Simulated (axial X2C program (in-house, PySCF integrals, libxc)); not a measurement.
ZrC: properties at the nuclei

Computed with an axial X2C code built on PySCF integrals: two-component X2C with atomic mean-field Coulomb and Gaunt terms, Gaussian nuclei, basis Zr dyall-cv3z, C dyall-v3z with contracted cores.

R = 1.776 Å (near the PBE0 minimum at charge 0 of the determinant lowest at the starting distance; the state shown can have its own minimum elsewhere).

Determinant lowest in the PBE0 search, Ω = 1 (⟨Sz⟩ = 1.00, ⟨Lz⟩ = 0.00 at PBE0), spin on the atoms Zr 0.64, C 0.36:

```json
{"level": "PBE0", "Eeff magnitude (GV/cm)": "2.67", "Ws magnitude Zr (kHz)": "1.19", "A∥/gI Zr (MHz)": "1880", "qzz Zr (a.u.)": "-2.70", "A∥/gI C (MHz)": "93.5", "qzz C (a.u.)": "0.34", "μ (D)": "-3.78"}
{"level": "HF", "Eeff magnitude (GV/cm)": "3.58", "Ws magnitude Zr (kHz)": "1.6", "A∥/gI Zr (MHz)": "1510", "qzz Zr (a.u.)": "-2.56", "A∥/gI C (MHz)": "110", "qzz C (a.u.)": "0.18", "μ (D)": "-3.81"}
{"level": "LDA", "Eeff magnitude (GV/cm)": "2.33", "Ws magnitude Zr (kHz)": "1.04", "A∥/gI Zr (MHz)": "2070", "qzz Zr (a.u.)": "-2.97", "A∥/gI C (MHz)": "101", "qzz C (a.u.)": "0.39", "μ (D)": "-3.70"}
{"level": "PBE", "Eeff magnitude (GV/cm)": "2.35", "Ws magnitude Zr (kHz)": "1.05", "A∥/gI Zr (MHz)": "1930", "qzz Zr (a.u.)": "-2.86", "A∥/gI C (MHz)": "101", "qzz C (a.u.)": "0.38", "μ (D)": "-3.58"}
{"level": "r2SCAN", "Eeff magnitude (GV/cm)": "2.83", "Ws magnitude Zr (kHz)": "1.25", "A∥/gI Zr (MHz)": "1840", "qzz Zr (a.u.)": "-2.76", "A∥/gI C (MHz)": "108", "qzz C (a.u.)": "0.35", "μ (D)": "-3.58"}
```

Determinant 0.36 eV from it at PBE0 and this distance, Ω = 0 (closed shell), highest spinor 43% Zr d, 35% C p, 12% Zr p:

```
 level  qzz Zr (a.u.)  qzz C (a.u.)  μ (D)
  PBE0          -2.88         -0.11  -7.65
    HF          -1.72          0.18  -8.89
   LDA          -3.49         -0.03  -7.46
   PBE          -3.35         -0.11  -7.27
r2SCAN          -2.84         -0.18  -6.37
```

Eeff is the effective electric field on the electron electric dipole moment in this Ω state and Ws the scalar–pseudoscalar constant of the nucleus named (defined with the proton number Z and per Ω); A∥ (defined per Ω) follows by multiplying with gI = μI/(I μN); qzz is the electric field gradient, eQq0 = 234.96 MHz × Q/barn × qzz; μ is positive if the C end (last atom) is positive. The operators were transformed with the bare-nucleus X2C matrices; with these basis sets, hyperfine constants and field gradients can be off by tens of per cent, and where levels differ in sign neither size nor sign is settled.

Task: With gI(91Zr) = -0.5214, Q(91Zr) = -0.176 barn, gI(13C) = 1.4048 (g factors from the IAEA table of nuclear moments by Stone; Q from Pyykkö, Mol. Phys. 2018), turn the PBE0 values of the first state into constants in MHz.

Result: A∥(91Zr) = 1880 × -0.5214 = -980 MHz; eQq0(91Zr) = 234.96 × (-0.176) × (-2.70) = 112 MHz; A∥(13C) = 93.5 × 1.4048 = 131 MHz.

Each state is one determinant with collinear spin, which with several unpaired electrons need not be a pure state. Unrestricted Hartree–Fock can overshoot spin polarisation at the nuclei. A closed determinant beside an open π² or δ² triplet, such as (π1/2)², mixes with its partner pair into the 0⁺ component of the triplet and ¹Σ⁺, so its energy is not that of a level, and 0⁺ can lie lowest. With several open shells hyperfine constants can be off by a factor of several. Open-shell Ω = 0 determinants with evenly filled partner blocks cannot be reached by this program, so the Ω shown need not be the lowest component. States lie within half an eV, so the first need not be the ground state. Further determinants of the search, some of them spin-mixed, are not shown. Where a field gradient or hyperfine factor spreads by more than a factor of two over the levels, a constant derived from it is not to be relied on. PBE0 term energies can be off by some tenths of an eV.
